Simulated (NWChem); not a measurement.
A series in which one site is exchanged, each optimised at PBE0/def2-SVP with NWChem, gas phase unless a solvent is named. Low-valent species are run as closed-shell singlets; no triplet was tried in these runs. Some are not confirmed as minima by frequencies. def2 effective core potentials on Sn, I; no spin-orbit coupling.

A: [CH3][SnH] (CH4Sn; site = H)
B: [CH3][Sn][Br] (CH₃BrSn; site = Br)
C: [CH3][Sn][I] (CH3ISn; site = I)

```
quantity                                                       A     B     C
----------------------------------------------------  ----------  ----  ----
dipole (D), PBE0/def2-SVP                             (withheld)  2.89  2.91
orbital gap (eV), PBE0/def2-SVP                       (withheld)  3.83  3.63
vertical ionisation energy, ΔSCF, PBE/def2-SVP (eV)   (withheld)  8.40  8.20
vertical ionisation energy, ΔSCF, PBE0/def2-SVP (eV)  (withheld)  8.60  8.41
lowest singlet excitation, PBE0/def2-SVPD, TDA (eV)   (withheld)  2.73  2.54
```

Question: Complete the blanks.

Answer: 
- dipole (D), PBE0/def2-SVP, A: 0.53
- orbital gap (eV), PBE0/def2-SVP, A: 3.59
- vertical ionisation energy, ΔSCF, PBE/def2-SVP (eV), A: 8.29
- vertical ionisation energy, ΔSCF, PBE0/def2-SVP (eV), A: 8.35
- lowest singlet excitation, PBE0/def2-SVPD, TDA (eV), A: 2.48
